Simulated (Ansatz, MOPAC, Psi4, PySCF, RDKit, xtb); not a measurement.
Pair of molecules: C2H2 (SMILES C#C) (first 4 atoms) with C2H6O (SMILES COC); geometry from B3LYP-D3(BJ)/def2-TZVP, rigid monomers moved along the line of their centres of mass till H4···O6 is 3.82 Å.
(charge 0, multiplicity 1):
| atom | x (Å) | y (Å) | z (Å) |
|---|---|---|---|
| C | 0.5363 | 0.0417 | -0.2194 |
| C | 0.0530 | 0.0058 | 0.8766 |
| H | 0.9640 | 0.0733 | -1.1915 |
| H | -0.3742 | -0.0248 | 1.8575 |
| C | -0.7520 | 1.4359 | 6.0331 |
| O | -1.0293 | 0.1132 | 5.6174 |
| C | -0.1713 | -0.8368 | 6.2179 |
| H | 0.2717 | 1.7297 | 5.7700 |
| H | -0.8817 | 1.5445 | 7.1166 |
| H | -1.4545 | 2.0914 | 5.5213 |
| H | 0.8780 | -0.6430 | 5.9631 |
| H | -0.4557 | -1.8169 | 5.8390 |
| H | -0.2756 | -0.8284 | 7.3096 |

```csv
level,interaction energy (kcal/mol),cost
MMFF94,-0.55,-
UFF,-0.27,-
GFN-FF,-0.38,-
AM1,-0.28,-
PM3,-0.25,-
PM6,-0.36,-
PM7,-0.53,-
GFN1-xTB,-0.33,-
GFN2-xTB,-0.67,-
HF/STO-3G (no counterpoise),-0.29,-
HF/3-21G (no counterpoise),-0.79,-
HF/6-31G*,-0.64,-
HF/6-31G* (no counterpoise),-0.78,-
HF/aug-cc-pVDZ,-0.66,-
PBE/def2-TZVPPD,-0.60,×1
PBE-D3(BJ)/def2-TZVPPD,-0.79,×1
PBE-D4/def2-TZVPPD,-0.77,×1
BP86/6-31G* (no counterpoise),-0.63,-
r2SCAN/def2-TZVPPD,-0.59,×1
r2SCAN-D3(BJ)/def2-TZVPPD,-0.73,×1
r2SCAN-D4/def2-TZVPPD,-0.72,×1
B3LYP/3-21G (no counterpoise),-0.65,-
B3LYP/6-31G*,-0.50,-
B3LYP/6-31G* (no counterpoise),-0.70,-
B3LYP/6-311+G** (no counterpoise),-0.65,-
B3LYP/def2-TZVPPD,-0.50,×2
B3LYP-D3(BJ)/def2-TZVPPD,-0.74,×2
B3LYP-D4/def2-TZVPPD,-0.71,×2
PBE0/def2-TZVPPD,-0.62,×2
PBE0-D3(BJ)/def2-TZVPPD,-0.81,×2
PBE0-D4/def2-TZVPPD,-0.80,×2
M06-2X/6-31G* (no counterpoise),-0.81,-
wB97X-V/def2-TZVPPD,-0.76,×3
wB97M-V/def2-TZVPPD,-0.76,×3
MP2/6-31G*,-0.66,-
MP2/6-31G* (no counterpoise),-0.88,-
MP2/aug-cc-pVDZ,-0.77,-
SCS-MP2/aug-cc-pVDZ,-0.71,-
CCSD(T)/aug-cc-pVDZ,-0.74,×30
SAPT0/jun-cc-pV(D+d)Z,-0.84,-
```

The rows run from -0.88 (MP2/6-31G* (no counterpoise)) to -0.25 kcal/mol (PM3). In aug-cc-pVDZ the value moves HF -0.66, MP2 -0.77, CCSD(T) -0.74, a shift of -0.08 from HF to CCSD(T). The dispersion term adds -0.19 in PBE-D3(BJ), -0.17 in PBE-D4, -0.14 in r2SCAN-D3(BJ). The 6 functionals in def2-TZVPPD without D3 or D4 span 0.26, from wB97M-V to B3LYP.

Interaction energies are E(AB) − E(A) − E(B) at the monomers' geometry in the complex; basis-set methods are counterpoise corrected. Rows marked so take none. RDKit's UFF carries no charges.

Frozen-core correlation. Rows in 3-21G, 6-311+G**, 6-31G*, STO-3G carry no dispersion term and start afresh at each structure (6-31G* with six Cartesian d functions). MP2/6-31G* freezes PySCF's default core. The state that AM1, PM3, PM6, PM7 reach isn't checked; PM7 holds dispersion and hydrogen-bond terms.

Codes used: Ansatz (a program for electronic structure) with Gaussian orbitals; MOPAC for AM1, PM3, PM6, PM7 (differences of heats of formation); Psi4 for SAPT; PySCF for 3-21G rows, 6-311+G** rows, 6-31G* rows, STO-3G rows, the dispersion terms; RDKit for the force fields; xtb for the GFN methods. Values without a source in brackets are computed.

Costs are rough ratios of core time to PBE/def2-TZVPPD (about 13 s over the structures, on one shared machine); a dash marks a level with no comparable run of its own.
